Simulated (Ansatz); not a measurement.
Cyclohexanone (`O=C1CCCCC1`). Charge 0, multiplicity 1. Geometry: relaxed with PBE0-D4/def2-TZVP.

```xyz
17

O     0.542   -1.919    1.819
C     0.074   -1.169    0.998
C    -0.637    0.107    1.379
C    -0.109    1.305    0.588
C    -0.123    1.035   -0.908
C     0.679   -0.212   -1.246
C     0.164   -1.434   -0.485
H    -0.545    0.249    2.456
H    -1.701   -0.032    1.147
H    -0.700    2.193    0.827
H     0.918    1.519    0.907
H     0.276    1.897   -1.450
H    -1.159    0.905   -1.246
H     0.653   -0.411   -2.321
H     1.731   -0.047   -0.987
H     0.787   -2.315   -0.644
H    -0.850   -1.671   -0.835
```

What is the dipole moment at r2SCAN/def2-TZVPP? (Best estimate.)

Ansatz gave: 3.29 D, with components (-1.07, 2.15, -2.24) D in this frame, pointing from negative to positive charge.

And with PBE, B3LYP, ωB97M-V? (An estimate is asked.)

Computed: PBE 3.18 D, B3LYP 3.31 D, ωB97M-V 3.29 D.

Give the Mulliken charges with r2SCAN, B3LYP, PBE in def2-TZVPP. (Best estimate.)

Computed: 
```json
{"atom": "O1", "r2SCAN": "-0.31", "B3LYP": "-0.27", "PBE": "-0.23"}
{"atom": "C2", "r2SCAN": "0.15", "B3LYP": "0.14", "PBE": "0.06"}
{"atom": "C3", "r2SCAN": "-0.03", "B3LYP": "-0.10", "PBE": "-0.07"}
{"atom": "C4", "r2SCAN": "-0.04", "B3LYP": "-0.12", "PBE": "-0.11"}
{"atom": "C5", "r2SCAN": "-0.04", "B3LYP": "-0.11", "PBE": "-0.11"}
{"atom": "C6", "r2SCAN": "-0.04", "B3LYP": "-0.12", "PBE": "-0.11"}
{"atom": "C7", "r2SCAN": "-0.03", "B3LYP": "-0.10", "PBE": "-0.07"}
{"atom": "H8", "r2SCAN": "0.05", "B3LYP": "0.08", "PBE": "0.07"}
{"atom": "H9", "r2SCAN": "0.04", "B3LYP": "0.07", "PBE": "0.06"}
{"atom": "H10", "r2SCAN": "0.03", "B3LYP": "0.07", "PBE": "0.07"}
{"atom": "H11", "r2SCAN": "0.03", "B3LYP": "0.07", "PBE": "0.06"}
{"atom": "H12", "r2SCAN": "0.03", "B3LYP": "0.07", "PBE": "0.07"}
{"atom": "H13", "r2SCAN": "0.02", "B3LYP": "0.05", "PBE": "0.05"}
{"atom": "H14", "r2SCAN": "0.03", "B3LYP": "0.07", "PBE": "0.07"}
{"atom": "H15", "r2SCAN": "0.03", "B3LYP": "0.07", "PBE": "0.06"}
{"atom": "H16", "r2SCAN": "0.05", "B3LYP": "0.08", "PBE": "0.07"}
{"atom": "H17", "r2SCAN": "0.04", "B3LYP": "0.07", "PBE": "0.06"}
```

B3LYP here is the variant with VWN-RPA as its local correlation; programs differ in this.
